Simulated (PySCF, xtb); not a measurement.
Au(Cl)(CO) (CAuClO), SMILES [C-](#[O+])->[Au][Cl], multiplicity 1.

GFN2-xTB run with xtb at its own geometry gives an orbital gap of 1.91 eV and a dipole moment of 5.46 D.

Coordinates come from a PBE0-D3(BJ)/def2-SVP optimisation. The multiplicity is an assumed one; other spin states were not compared. The isomer is the one that the SMILES or the coordinates give; other isomers of the formula were not compared. The def2 effective core potentials stand for the cores of Au; spin–orbit coupling is left out.

What does PBE/def2-TZVPD (PySCF) give? (The exact figures need the calculation; the answer reports its results.)

gap 3.78 eV (levels -7.10 and -3.32 eV), dipole 3.41 D.
